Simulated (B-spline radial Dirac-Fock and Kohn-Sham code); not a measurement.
## The Kα2 (K-L2) line from Mo to Ce

Level of theory: relaxed Dirac-Fock hole states (ΔSCF) with Breit and QED corrections and a finite nucleus; a radial B-spline solver. Free neutral atoms. No correlation.

```csv
Z,element,energy (eV),wavelength (Å)
42,Mo,17372.9,0.71367
43,Tc,18249.0,0.67940
44,Ru,19148.8,0.64748
45,Rh,20071.7,0.61771
46,Pd,21018.5,0.58988
47,Ag,21988.4,0.56386
48,Cd,22982.2,0.53948
49,In,24000.0,0.51660
50,Sn,25042.0,0.49511
51,Sb,26108.4,0.47488
52,Te,27199.3,0.45584
53,I,28315.1,0.43787
54,Xe,29455.9,0.42091
55,Cs,30622.1,0.40489
56,Ba,31813.8,0.38972
57,La,33031.4,0.37535
58,Ce,34275.9,0.36172
```

Task: How well does Moseley's law, √E linear in Z, describe these energies?

Result: A straight-line fit gives √(E/eV) = 3.3324·(Z − 2.49). The slope squared is 0.8162 Ry, against 0.7500 Ry for a hydrogen-like ion. The residuals, fit less computed, are Mo -35.5, Tc -23.0, Ru -11.9, Rh -1.8, Pd +6.8, Ag +14.3, Cd +20.3, In +24.4, Sn +26.5, Sb +26.5, Te +24.1, I +19.0, Xe +11.2, Cs +0.2, Ba -14.1, La -32.2, Ce -54.9 eV.
